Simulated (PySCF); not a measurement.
# How the method moves the HOMO and LUMO of `CO[Si](C)(OC)OC`

Compound: C4H12O3Si.
Atom-mapped SMILES: `[CH3:1][O:2][Si:3]([CH3:4])([O:5][CH3:6])[O:7][CH3:8]` (hydrogens: H9, H10, H11 on C1; H12, H13, H14 on C4; H15, H16, H17 on C6; H18, H19, H20 on C8)

Geometry (PBE0-D3(BJ)/def2-SVP, Å), atoms numbered from 1 in this order:
```
atom  x, y, z in Å
C1    -2.3059    1.4116   -0.1861
O2    -1.5063    0.3272   -0.5600
Si3   -0.0413   -0.0686    0.0885
C4    -0.2284   -0.7842    1.7944
O5     0.6861   -1.1410   -0.9341
C6     0.1233   -2.3250   -1.4199
O7     0.8781    1.3023    0.1065
C8     2.2582    1.3637    0.3232
H9    -1.7581    2.3669   -0.2609
H10   -3.1776    1.4603   -0.8568
H11   -2.6837    1.3137    0.8491
H12    0.7496   -1.0477    2.2263
H13   -0.8445   -1.6968    1.7750
H14   -0.7145   -0.0666    2.4737
H15   -0.8216   -2.1364   -1.9587
H16    0.8306   -2.7957   -2.1201
H17   -0.0828   -3.0518   -0.6116
H18    2.8118    0.7270   -0.3886
H19    2.5946    2.4035    0.1892
H20    2.5335    1.0513    1.3481
```

Basis pcSseg-1 throughout (PySCF), one geometry. Isolated species at its PBE0-D3(BJ)/def2-SVP geometry (one conformer only).

Question: How do the orbital energies, the gap and the dipole change with the method?

Answer: 
| method | kind | HOMO (eV) | LUMO (eV) | gap (eV) | μ (D) | SCF cycles |
| --- | --- | --- | --- | --- | --- | --- |
| BLYP | GGA | -6.28 | 0.36 | 6.64 | 1.29 | 14 |
| OPBE | GGA | -6.38 | 0.66 | 7.04 | 1.33 | 14 |
| PBE | GGA | -6.38 | 0.34 | 6.73 | 1.32 | 14 |
| KT3 | GGA | -6.56 | 0.20 | 6.76 | 1.30 | 15 |
| B97-2 | global hybrid | -7.65 | 1.21 | 8.87 | 1.40 | 12 |
| B3LYP | global hybrid | -7.67 | 0.86 | 8.53 | 1.37 | 12 |
| PBE0 | global hybrid | -7.91 | 1.18 | 9.09 | 1.41 | 12 |
| mPW1PW91 | global hybrid | -7.95 | 1.21 | 9.17 | 1.42 | 12 |
| HF | Hartree–Fock | -11.62 | 3.99 | 15.60 | 1.51 | 10 |

The HOMO spans 5.34 eV, from BLYP down to HF, and the gap runs from 6.64 eV (BLYP) to 15.60 eV (HF). Over the methods BLYP (0 %), OPBE (0 %), PBE (0 %), KT3 (0 %), B97-2 (21 %), B3LYP (20 %), PBE0 (25 %), mPW1PW91 (25 %), HF (100 %), a straight line through the gap against the share of exact exchange rises by 0.88 eV for each 10 % (correlation coefficient 0.999). The dipole ranges from 1.29 D (BLYP) to 1.51 D (HF). This basis has no diffuse functions.

The vertical ΔSCF ionisation energy at CAM-B3LYP/def2-SVPD is 10.10 eV; −ε(HOMO) comes closest to it with HF (11.62 eV).
